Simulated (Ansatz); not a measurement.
```xyz
11

C    -1.2996    1.3264    0.2461
C    -0.5711    0.3075    0.6696
F    -0.4582    0.0899    2.0104
Si    0.3875   -0.9271   -0.3749
O     0.6484   -0.3247   -1.8690
O     1.8001   -1.2123    0.4044
H    -1.8139    1.9914    0.9312
H    -1.3927    1.4995   -0.8183
H    -0.3788   -2.1706   -0.5903
H     1.2459    0.4211   -1.9483
H     1.8325   -1.0011    1.3392
```

Total charge 0; spin multiplicity 1.

Q: List the ωB97M-V/def2-TZVPP orbital energies in eV (Ansatz). (Best estimate.)

A: Ansatz gave: Occupied: -1807.90, -677.98, -526.40, -526.31, -283.48, -281.71, -148.83, -102.97, -102.96, -102.92, -36.94, -31.43, -30.88, -24.47, -19.85, -18.85, -17.38, -17.08, -16.30, -15.85, -14.41, -14.02, -13.92, -12.99, -12.68, -12.19, -11.05, -10.20. Lowest empty: 1.51, 2.34, 2.43, 3.61, 3.79, 4.17, 4.40, 4.94.
